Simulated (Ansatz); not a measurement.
Reaction: H2BSeO (SMILES OB[Se], doublet) → H2BSeO (SMILES [B]([SeH])O, doublet)
Each species at its own B3LYP-D3(BJ)/def2-TZVP minimum (Ansatz, a program for electronic structure), one conformer.

Quantity: isomerisation energy (electronic), in kJ/mol. Open shells are spin-unrestricted; no spin-orbit coupling. Correlated methods leave the cores frozen (noble-gas shells, and filled d and f shells in the p block). No relativity. CBS(X,Y): correlation extrapolated as X^-3, Hartree-Fock from the larger set. A bracket is a step between two methods taken in the basis named. Double hybrids freeze cores in their MP2 part.

CCSD(T)/CBS(cc-pVTZ,cc-pVQZ) + [CCSDT(Q) - CCSD(T)]/cc-pVDZ (Ansatz) gives 101.6 kJ/mol.

Question: How far off this value is PBE/def2-TZVPD (Ansatz), in which direction, and how far these levels: B3LYP/def2-TZVPD, PBE0/def2-TZVPD, wB97M-V/def2-TZVPD, B2PLYP/def2-TZVPD, CCSD(T)/CBS(cc-pVTZ,cc-pVQZ)?

Answer: PBE gives 89.9 kJ/mol, 11.7 kJ/mol below it. Differences of the others: B3LYP/def2-TZVPD (Ansatz) 1.4; PBE0/def2-TZVPD (Ansatz) -6.7; wB97M-V/def2-TZVPD (Ansatz) 9.9; B2PLYP/def2-TZVPD (Ansatz) 3.0; CCSD(T)/CBS(cc-pVTZ,cc-pVQZ) (Ansatz) 0.4 kJ/mol.
